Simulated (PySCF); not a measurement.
A structure optimised at PBE0-D3(BJ)/def2-TZVP, used in a PySCF frequency run:

```
Cd
C 1 2.1047
H 2 1.0903 1 110.02
H 2 1.0904 3 109.12 1 -120.70
H 2 1.0906 3 109.00 4 -118.88
S 1 2.3516 5 156.61 2 179.62
H 6 1.3439 1 93.44 5 169.80
```
Charge 0, spin multiplicity 1.

### Question
Write its SMILES and formula.

### Answer
[CH3][Cd][SH], CH4CdS

### Question
What are its rotational constants (standard atomic weights)?

### Answer
102.44, 2.0713, 2.0565 GHz
